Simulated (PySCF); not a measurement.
PySCF input for C₃H₅BN₂O, SMILES CB(O)/C=N\C#N, TDA-PBE/def2-SVPD. Geometry: PBE0-D3(BJ)/def2-SVP. The structure was generated by enumeration; whether it is a known compound was not checked. One conformer was computed; it need not be the lowest.

```python
import numpy as np
from pyscf import gto, scf, dft, tdscf

mol = gto.M(
    atom='''
    C    -1.58889996   -0.69674598   -0.00000000
    B    -0.11440531   -1.20281069   -0.00000000
    O     0.13865365   -2.53077661   -0.00000000
    C     1.16584847   -0.23516487    0.00000000
    N     1.21581439    1.04707393   -0.00000000
    C     0.15130022    1.84099186   -0.00000000
    N    -0.68271277    2.65482666    0.00000000
    H    -1.78937102   -0.05423327    0.87377807
    H    -2.30232791   -1.53252474   -0.00000000
    H    -1.78937102   -0.05423327   -0.87377806
    H     1.07456420   -2.76163033    0.00000001
    H     2.16809940   -0.70490219   -0.00000000
    ''',
    basis='def2-SVPD',
    charge=0,
    spin=0,
    symmetry=True,
    max_memory=1600,
    verbose=4,
)
mf = dft.RKS(mol, xc='pbe').density_fit(auxbasis='def2-universal-jkfit')
mf.grids.level = 3
mf.conv_tol = 1e-9
mf.max_cycle = 100
mf.kernel()
mf.grids = dft.Grids(mol).set(level=1).build(with_non0tab=True)  # coarser grid for the response kernel
td = tdscf.TDA(mf)
td.singlet = True
td.nstates = 10
td.conv_tol = 1e-4
td.positive_eig_threshold = 1e-6
td.kernel(x0=td.get_init_guess(mf, 15))
td.analyze()
tt = tdscf.TDA(mf)
tt.singlet = False
tt.nstates = 4
tt.conv_tol = 1e-4
tt.positive_eig_threshold = 1e-6
tt.kernel(x0=tt.get_init_guess(mf, 9))
tt.analyze(verbose=3)
```

Output:

```
PySCF version 2.14.0

[INPUT] verbose = 4
[INPUT] num. atoms = 12
[INPUT] num. electrons = 50
[INPUT] charge = 0
[INPUT] spin (= nelec alpha-beta = 2S) = 0
[INPUT] symmetry True subgroup None
[INPUT] Mole.unit = angstrom
[INPUT] Symbol           X                Y                Z      unit          X                Y                Z       unit  Magmom
[INPUT]  1 C     -1.588899960000  -0.696745980000   0.000000000000 AA   -3.002585763732  -1.316659080592   0.000000000000 Bohr   0.0
[INPUT]  2 B     -0.114405310000  -1.202810690000   0.000000000000 AA   -0.216194703096  -2.272982783799   0.000000000000 Bohr   0.0
[INPUT]  3 O      0.138653650000  -2.530776610000   0.000000000000 AA    0.262017424671  -4.782474675355   0.000000000000 Bohr   0.0
[INPUT]  4 C      1.165848470000  -0.235164870000   0.000000000000 AA    2.203134311043  -0.444397198419   0.000000000000 Bohr   0.0
[INPUT]  5 N      1.215814390000   1.047073930000   0.000000000000 AA    2.297556215405   1.978682959872   0.000000000000 Bohr   0.0
[INPUT]  6 C      0.151300220000   1.840991860000   0.000000000000 AA    0.285915978386   3.478970412954   0.000000000000 Bohr   0.0
[INPUT]  7 N     -0.682712770000   2.654826660000   0.000000000000 AA   -1.290140157043   5.016895295594   0.000000000000 Bohr   0.0
[INPUT]  8 H     -1.789371020000  -0.054233270000   0.873778070000 AA   -3.381421163034  -0.102486027140   1.651201245951 Bohr   0.0
[INPUT]  9 H     -2.302327910000  -1.532524740000   0.000000000000 AA   -4.350769198842  -2.896052037720   0.000000000000 Bohr   0.0
[INPUT] 10 H     -1.789371020000  -0.054233270000  -0.873778060000 AA   -3.381421163034  -0.102486027140  -1.651201227054 Bohr   0.0
[INPUT] 11 H      1.074564200000  -2.761630330000   0.000000010000 AA    2.030632041262  -5.218724980992   0.000000018897 Bohr   0.0
[INPUT] 12 H      2.168099400000  -0.704902190000   0.000000000000 AA    4.097114076834  -1.332072083706   0.000000000000 Bohr   0.0

nuclear repulsion = 247.641541869365
point group symmetry = Cs
symmetry origin: [7.55890532e-10 2.26767124e-09 7.55890447e-10]
symmetry axis x: [ 1.00000000e+00 -2.04979021e-09 -1.34104272e-10]
symmetry axis y: [-2.04979021e-09 -1.00000000e+00  1.90242082e-10]
symmetry axis z: [1.34104273e-10 1.90242078e-10 1.00000000e+00]
num. orbitals of irrep A' = 126
num. orbitals of irrep A" = 57
number of shells = 77
number of NR pGTOs = 263
number of NR cGTOs = 183
basis = def2-SVPD
ecp = {}


******** <class 'pyscf.df.df_jk.DFSymAdaptedRKS'> ********
method = DFSymAdaptedRKS
initial guess = minao
damping factor = 0
level_shift factor = 0
DIIS = <class 'pyscf.scf.diis.CDIIS'>
diis_start_cycle = 1
diis_space = 8
diis_damp = 0
SCF conv_tol = 1e-09
SCF conv_tol_grad = None
SCF max_cycles = 100
direct_scf = False
XC library pyscf.dft.libxc version 7.1.2
    S. Lehtola, C. Steigemann, M. J. T. Oliveira, and M. A. L. Marques,  SoftwareX 7, 1–5 (2018)
XC functionals = pbe
    J. P. Perdew, K. Burke, and M. Ernzerhof,  Phys. Rev. Lett. 77, 3865 (1996)
    J. P. Perdew, K. Burke, and M. Ernzerhof,  Phys. Rev. Lett. 78, 1396 (1997)
    J. P. Perdew, K. Burke, and M. Ernzerhof,  Phys. Rev. Lett. 77, 3865 (1996)
    J. P. Perdew, K. Burke, and M. Ernzerhof,  Phys. Rev. Lett. 78, 1396 (1997)
radial grids:
    Treutler-Ahlrichs [JCP 102, 346 (1995); DOI:10.1063/1.469408] (M4) radial grids

becke partition: Becke, JCP 88, 2547 (1988); DOI:10.1063/1.454033
pruning grids: <function nwchem_prune>
grids dens level: 3
symmetrized grids: True
atomic radii adjust function: <function treutler_atomic_radii_adjust>
small_rho_cutoff = 0
Freeze 0 electrons in irreps []
    50 free electrons in irreps A' A"
Set gradient conv threshold to 3.16228e-05
Initial guess from minao.
tot grids = 147328
init E= -326.947526456685
HOMO (A') = -0.291943760896484  LUMO (A") = -0.175068768010168  gap/eV = 3.18033
cycle= 1 E= -326.140306010648  delta_E= 0.807  |g|= 0.865  |ddm|= 6.46
HOMO (A') = -0.183274447880596  LUMO (A") = -0.125815388937339  gap/eV = 1.56354
cycle= 2 E= -325.109296440568  delta_E= 1.03  |g|= 2.26  |ddm|= 3.19
HOMO (A') = -0.209646921069975  LUMO (A") = -0.11925191730552  gap/eV = 2.45977
cycle= 3 E= -326.247515277884  delta_E= -1.14  |g|= 0.476  |ddm|= 2.51
HOMO (A') = -0.241087783830737  LUMO (A") = -0.149046104707333  gap/eV = 2.50458
cycle= 4 E= -326.297806185794  delta_E= -0.0503  |g|= 0.192  |ddm|= 1.03
HOMO (A') = -0.247571766880214  LUMO (A") = -0.152233163831533  gap/eV = 2.59430
cycle= 5 E= -326.303010135922  delta_E= -0.0052  |g|= 0.126  |ddm|= 0.31
HOMO (A') = -0.244324779720806  LUMO (A") = -0.149837592159877  gap/eV = 2.57113
cycle= 6 E= -326.306410172508  delta_E= -0.0034  |g|= 0.02  |ddm|= 0.129
HOMO (A') = -0.243429143848426  LUMO (A") = -0.148548032841647  gap/eV = 2.58185
cycle= 7 E= -326.306478227431  delta_E= -6.81e-05  |g|= 0.0109  |ddm|= 0.0391
HOMO (A') = -0.242790508334335  LUMO (A") = -0.148514777789776  gap/eV = 2.56537
cycle= 8 E= -326.306503377757  delta_E= -2.52e-05  |g|= 0.00394  |ddm|= 0.0253
HOMO (A') = -0.24302507164934  LUMO (A") = -0.148606227023639  gap/eV = 2.56927
cycle= 9 E= -326.306507621674  delta_E= -4.24e-06  |g|= 0.000775  |ddm|= 0.00672
HOMO (A') = -0.243034020180145  LUMO (A") = -0.148628716764295  gap/eV = 2.56890
cycle= 10 E= -326.306507766445  delta_E= -1.45e-07  |g|= 0.000321  |ddm|= 0.00196
HOMO (A') = -0.243023197256016  LUMO (A") = -0.148605120267757  gap/eV = 2.56925
cycle= 11 E= -326.306507784343  delta_E= -1.79e-08  |g|= 0.000208  |ddm|= 0.000777
HOMO (A') = -0.243021271801915  LUMO (A") = -0.148609206702994  gap/eV = 2.56908
cycle= 12 E= -326.306507794753  delta_E= -1.04e-08  |g|= 1.54e-05  |ddm|= 0.000248
HOMO (A') = -0.243022604641618  LUMO (A") = -0.148610164361591  gap/eV = 2.56909
cycle= 13 E= -326.306507794817  delta_E= -6.46e-11  |g|= 2.56e-06  |ddm|= 3.04e-05
HOMO (A') = -0.243022784386554  LUMO (A") = -0.148610355110969  gap/eV = 2.56909
Extra cycle  E= -326.306507794817  delta_E= 3.41e-13  |g|= 3.78e-06  |ddm|= 1.07e-05
converged SCF energy = -326.306507794817
tot grids = 48504
Overwritten attributes  positive_eig_threshold  of <class 'pyscf.tdscf.rks.TDA'>


******** <class 'pyscf.tdscf.rks.TDA'> for <class 'pyscf.df.df_jk.DFSymAdaptedRKS'> ********
nstates = 10 singlet
deg_eia_thresh = 1.000e-03
wfnsym = None
conv_tol = 0.0001
eigh lindep = 1e-12
eigh level_shift = 0
eigh max_cycle = 100


Excitation energies (eV)
[2.8053336  4.33277091 4.86611933 5.24038689 5.5395973  5.62648947
 5.69749114 5.71633351 6.07224576 6.12541851]

** Singlet excitation energies and oscillator strengths **
Excited State   1:   A"      2.80533 eV    441.96 nm  f=0.0004
      25 -> 26        0.70568
Excited State   2:   A"      4.33277 eV    286.15 nm  f=0.0008
      23 -> 26       -0.70497
Excited State   3:   A"      4.86612 eV    254.79 nm  f=0.0025
      22 -> 26       -0.70230
Excited State   4:   A'      5.24039 eV    236.59 nm  f=0.2265
      16 -> 26       -0.16366
      24 -> 26       -0.63218
      24 -> 28        0.11917
      25 -> 29        0.16960
Excited State   5:   A"      5.53960 eV    223.81 nm  f=0.0002
      20 -> 26       -0.69657
Excited State   6:   A'      5.62649 eV    220.36 nm  f=0.0147
      17 -> 26       -0.14706
      21 -> 26        0.66983
      25 -> 27       -0.10602
Excited State   7:   A'      5.69749 eV    217.61 nm  f=0.0111
      25 -> 27       -0.69730
Excited State   8:   A"      5.71633 eV    216.89 nm  f=0.0008
      19 -> 26       -0.70068
Excited State   9:   A"      6.07225 eV    204.18 nm  f=0.0000
      18 -> 26        0.54568
      25 -> 28       -0.44410
Excited State  10:   A"      6.12542 eV    202.41 nm  f=0.0005
      18 -> 26       -0.44243
      25 -> 28       -0.54811

** Transition electric dipole moments (AU) **
state          X           Y           Z        Dip. S.      Osc.
  1        -0.0000     -0.0000     -0.0745      0.0055      0.0004
  2        -0.0000     -0.0000     -0.0872      0.0076      0.0008
  3         0.0000      0.0000     -0.1460      0.0213      0.0025
  4        -0.2809      1.2982      0.0000      1.7642      0.2265
  5        -0.0000     -0.0000     -0.0369      0.0014      0.0002
  6        -0.1939      0.2626     -0.0000      0.1066      0.0147
  7         0.2590     -0.1120      0.0000      0.0796      0.0111
  8         0.0000      0.0000      0.0770      0.0059      0.0008
  9        -0.0000      0.0000     -0.0011      0.0000      0.0000
 10         0.0000     -0.0000      0.0602      0.0036      0.0005

** Transition velocity dipole moments (imaginary part, AU) **
state          X           Y           Z        Dip. S.      Osc.
  1        -0.0000     -0.0000      0.0017      0.0000      0.0000
  2         0.0000     -0.0000     -0.0067      0.0000      0.0002
  3         0.0000      0.0000      0.0141      0.0002      0.0007
  4         0.0367      0.0019      0.0000      0.0014      0.0047
  5         0.0000      0.0000      0.0141      0.0002      0.0007
  6        -0.0151     -0.0004     -0.0000      0.0002      0.0007
  7         0.0558     -0.0085      0.0000      0.0032      0.0101
  8         0.0000      0.0000     -0.0270      0.0007      0.0023
  9         0.0000     -0.0000      0.0070      0.0000      0.0001
 10         0.0000      0.0000     -0.0072      0.0001      0.0002

** Transition magnetic dipole moments (imaginary part, AU) **
state          X           Y           Z
  1         0.3015     -0.6236      0.0000
  2        -0.1327      0.2690      0.0000
  3         0.2065      0.1340     -0.0000
  4         0.0000      0.0000     -0.4782
  5         0.1475      0.6546      0.0000
  6        -0.0000      0.0000     -0.0014
  7         0.0000     -0.0000     -0.0217
  8        -0.2293     -0.0699     -0.0000
  9         0.0400      0.1517     -0.0000
 10        -0.3867      0.6988      0.0000


******** <class 'pyscf.tdscf.rks.TDA'> for <class 'pyscf.df.df_jk.DFSymAdaptedRKS'> ********
nstates = 4 triplet
deg_eia_thresh = 1.000e-03
wfnsym = None
conv_tol = 0.0001
eigh lindep = 1e-12
eigh level_shift = 0
eigh max_cycle = 100


Excitation energies (eV)
[2.27351548 3.31340704 4.04532383 4.44135427]

** Triplet excitation energies and oscillator strengths **
Excited State   1:   A"      2.27352 eV    545.34 nm  f=0.0000
Excited State   2:   A'      3.31341 eV    374.19 nm  f=0.0000
Excited State   3:   A"      4.04532 eV    306.49 nm  f=0.0000
Excited State   4:   A"      4.44135 eV    279.16 nm  f=0.0000
```

The calculation finished and met its thresholds.
